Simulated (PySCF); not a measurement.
**NaZn at M06-2X**

Computed with M06-2X; basis Na cc-pVDZ, Zn cc-pVDZ-PP with ECP10; scalar-relativistic core potentials; PySCF 2.14.

| Quantity | Value |
| --- | --- |
| state | ²Σ⁺ (doublet), unpaired electrons σ ↑ |
| bond length | 3.281 Å |
| harmonic wavenumber | 85.9 cm⁻¹ |
| force constant | 0.0735 mdyn/Å |
| rotational constant Be | 0.09260 cm⁻¹ |
| anharmonicity ωexe | 1.16 cm⁻¹ |
| vibration–rotation constant αe | 0.00150 cm⁻¹ |
| well depth De to Na + Zn | 3.4 kcal/mol |
| dissociation energy D0 | 3.3 kcal/mol |
| bond order (Mayer) | 0.35 |
| dipole moment (positive dipole means Na(−)Zn(+)) | -0.43 D |

The bond is weak. Basis-set superposition, not corrected here, can be much of De in a small basis, most of all at correlated wavefunction levels. Functionals without a dispersion term scatter widely for such bonds, and LDA overbinds them. The state was picked by a PBE0 search and need not be the measured ground state.
